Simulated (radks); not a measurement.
Question: The mean radii <r> (bohr) of the occupied orbitals of an atom or ion are listed with their occupations. Calculated with a radial shooting solver on a logarithmic mesh with Libxc functionals: Dirac Kohn-Sham, exchange-only B88, spin-unpolarised, spherical densities, finite nucleus; Fermi nuclear charge, rms radius of each element as measured or else 0.836 A^(1/3) + 0.57 fm.

orbital     occ.      <r>
1s1/2          2  0.02191
2s1/2          2  0.09275
2p1/2          2  0.07745
2p3/2          4  0.08429
3s1/2          2   0.2440
3p1/2          2   0.2336
3p3/2          4   0.2467
3d3/2          4   0.2187
3d5/2          6   0.2228
4s1/2          2   0.5534
4p1/2          2   0.5655
4p3/2          4   0.5954
4d3/2          4   0.6324
4d5/2          6   0.6431
5s1/2          2    1.355
5p1/2          2    1.534
5p3/2          4    1.639
6s1/2          2    4.302
4f5/2    3.42857   0.9358
4f7/2    4.57143   0.9602

Name the element and its charge. Open shells, if any, are shared by 2j + 1.

Answer: Z = 64, gadolinium, charge 0: Gd in [Xe] 4f8 6s2. The 1s radius gives Z: for a bare nucleus <r> = (2 gamma + 1)/(2Z) with gamma = sqrt(1 - (Z/c)^2), 0.02163 bohr for Z = 64, and screening makes it slightly larger (0.02191 here). The occupations add up to 64, and the charge is Z minus that.
